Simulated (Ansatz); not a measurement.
Geometry optimisation, RKS BHLYP/def2-SVP in Ansatz.

Input:

```yaml
crystal:
  periodic: [false, false, false]
  atoms:
    - { symbol: Ge, position_ang: [0.0971, 0.191966, -0.111467] }
    - { symbol: F, position_ang: [0.151553, -0.372478, 1.490119] }
    - { symbol: H, position_ang: [1.350699, -0.28704, -0.815015] }
    - { symbol: H, position_ang: [-0.33654, 1.635338, -0.18405] }
    - { symbol: F, position_ang: [-1.181617, -0.810225, -0.86559] }
    - { symbol: O, position_ang: [-2.518116, 0.063052, 1.266978] }
    - { symbol: Al, position_ang: [-2.987412, -1.042049, 0.01367] }
    - { symbol: H, position_ang: [-2.916218, -2.589252, 0.316352] }
    - { symbol: H, position_ang: [-3.946346, -0.420788, -1.070567] }
    - { symbol: H, position_ang: [-1.912903, -0.212822, 1.97867] }
basis:
  gaussian: { orbitals: def2-SVP }
hamiltonian:
  xc: { name: BHLYP }
relax:
  f_tol: 0.03
  max_steps: 50
output:
  orbitals: {}
```

Launched with:

```bash
$ ansatz run input.yaml --threads 4 --pin off --max-ram 5120MiB --backend cpu --events-out ev --progress --plain --runs-dir out
```

Task: Where does it end, and by what steps?

Result: The run converged. After 15 steps the energy has fallen by 1.025 eV; F2 moved furthest, 1.15 Å. Joined: Ge1–O6 (2.96 → 1.85 Å).

| step | energy less start (eV) | largest force component (eV/Å) | accepted |
| --- | --- | --- | --- |
| 0 | 0.0000 | 0.883 | yes |
| 1 | -0.0655 | 1.133 | yes |
| 2 | -0.1068 | 1.501 | yes |
| 3 | -0.1475 | 1.377 | yes |
| 4 | -0.2006 | 0.834 | yes |
| 5 | -0.2505 | 0.599 | yes |
| 6 | -0.3099 | 0.385 | yes |
| 7 | -0.4060 | 0.565 | yes |
| 8 | -0.5214 | 0.550 | yes |
| 9 | -0.6611 | 1.267 | yes |
| 10 | -0.8222 | 0.439 | yes |
| 11 | -0.9318 | 0.388 | yes |
| 12 | -0.9817 | 0.644 | yes |
| 13 | -0.9930 | 0.759 | yes |
| 14 | -1.0241 | 0.107 | yes |
| 15 | -1.0253 | 0.011 | yes |

```xyz
10
Properties=species:S:1:pos:R:3
Ge -0.149 0.202 0.266
F 0.456 0.684 1.833
H 0.770 -0.920 -0.150
H -0.331 1.505 -0.472
F -1.490 -0.620 -1.340
O -1.730 -0.418 1.005
Al -2.856 -1.112 -0.362
H -2.965 -2.671 -0.191
H -4.105 -0.170 -0.525
H -1.800 -0.325 1.956
```

Whether the end is a true minimum wasn't checked by a vibrational analysis.

Run time: 35 s on 4 threads of Arm Neoverse V2, on a shared host, peak memory 0.3 GiB.
